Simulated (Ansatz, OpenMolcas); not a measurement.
Ansatz → OpenMolcas

Ansatz 0.2.0 runs this on BCNF2 (SMILES N#CB(F)F):

job.yaml:
```yaml
basis:
  gaussian:
    orbitals: 6-311+G_st__st_.json
crystal:
  periodic: [false, false, false]
  atoms:
    - {symbol: N, position_ang: [-0.715100, 1.789700, 0.801000]}
    - {symbol: C, position_ang: [-0.319400, 0.804800, 0.359300]}
    - {symbol: B, position_ang: [0.212000, -0.517400, -0.233800]}
    - {symbol: F, position_ang: [1.451200, -0.872800, -0.026200]}
    - {symbol: F, position_ang: [-0.578700, -1.277900, -0.941900]}
hamiltonian:
  xc: pbe0
accuracy: high
output:
  orbitals: {seedname: orbitals}
```

```bash
$ ansatz run job.yaml --threads 1 --pin off --max-ram 3480MiB --events-out events.jsonl --progress --plain --runs-dir runs
```

(Basis files named in the input come from the Basis Set Exchange and aren't shown.)

Geometry: relaxed at PBE0-D4/def2-TZVP.

It gives a total energy of -317.254883 Eh.

Question: Write the same calculation for OpenMolcas 26.06 as an input file of the program's own, asking for the gradient.

Answer: One way, which was run:

input.xyz:
```
5

N     -0.715100     1.789700     0.801000
C     -0.319400     0.804800     0.359300
B      0.212000    -0.517400    -0.233800
F      1.451200    -0.872800    -0.026200
F     -0.578700    -1.277900    -0.941900
```

run.inp:
```
&GATEWAY
 BasLib=$CurrDir
 Coord=input.xyz
 Basis=6-311pGss
 Group=NoSym

&SEWARD
 GridInput
 Grid=UltraFine
 End of Grid

&SCF
 KSDFT=PBE0
 Thresholds=1e-10 1e-07 1e-07 1e-05
 PrOrbitals=1 1

&ALASKA
```

```bash
$ export MOLCAS_MEM=1860
$ pymolcas run.inp > run.log
```

(Basis files named in the input come from the Basis Set Exchange and aren't shown.)

Its energy is -317.254882 Eh, the same as the first but for the last digit, at most.
